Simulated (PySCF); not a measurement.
**Worked example: refractive index and permittivity of the vapour**

Si(F)2(I)(OH) (F2HIOSi), SMILES O[Si](F)(F)I.

Geometry: PBE0-D3(BJ)/def2-SVP. This is a generated structure with no PubChem entry under its InChIKey; it may be hypothetical. The def2 effective core potentials stand for the cores of I; spin–orbit coupling is left out. The values are those of a single conformer.

CAM-B3LYP/def2-TZVP run with PySCF gives a mean static polarisability of 52.8 bohr³ and a dipole moment of 1.32 D. Take an ideal gas at 298.15 K and 1 bar, whether or not the substance is that volatile.

Q: Work out n − 1 in the optical limit and the static ε − 1.

A: 
Polarisability volume α' = 52.8 × 0.148185 = 7.82 Å³. Number density N = p/kT = 2.43e-5 Å⁻³.
Dilute limit of Lorentz–Lorenz: n − 1 = 2π N α' = 0.0012.
Orientation term of Debye: μ²/(3kT) = 8.098 Å³ × μ²(D²) = 14.11 Å³.
ε − 1 = 4π N (α' + μ²/3kT) = 0.0067. Orientation of the dipole supplies 64 % of the static response; it can't follow optical fields. Vibrational polarisation and dispersion are left out.
